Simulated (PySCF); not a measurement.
H4O4Ti, charge +1, multiplicity 2. Atoms are numbered in the order given.

```xyz
9

Ti     0.0945     0.0738     0.0600
O      1.1830     0.9256    -0.9663
H      1.5555     1.7199    -1.3766
O     -1.1014     1.0432     0.8417
H     -1.6025     1.4085     1.5856
O     -1.1850    -1.0445    -1.2105
H     -1.6469    -1.8832    -0.9732
O      0.8494    -1.0948     1.0843
H      1.6467    -1.5055     1.4498
```
Charge +1, spin multiplicity 2.

Geometry: ωB97X-D3(BJ)/def2-SVP. The multiplicity is an assumed one; no other spin state was optimised. The isomer is the one that the SMILES or the coordinates give; other isomers of the formula were not compared. One conformer was computed; it need not be the lowest.

Method: PySCF with PBE/def2-TZVP.

ESP charges are fitted to the potential on shells at 1.4 to 2.0 van der Waals radii. Atomic charges (e):

```csv
atom,Löwdin,ESP fit,meta-Löwdin,Mulliken,Mulliken spin
Ti1,0.38,1.34,1.37,1.49,-0.07
O2,-0.10,-0.65,-0.55,-0.58,0.04
H3,0.21,0.50,0.40,0.38,0.00
O4,-0.07,-0.66,-0.53,-0.56,0.15
H5,0.21,0.52,0.40,0.38,0.00
O6,0.05,-0.30,-0.33,-0.30,0.85
H7,0.21,0.44,0.40,0.38,-0.02
O8,-0.11,-0.72,-0.56,-0.57,0.05
H9,0.21,0.53,0.40,0.38,0.00
```
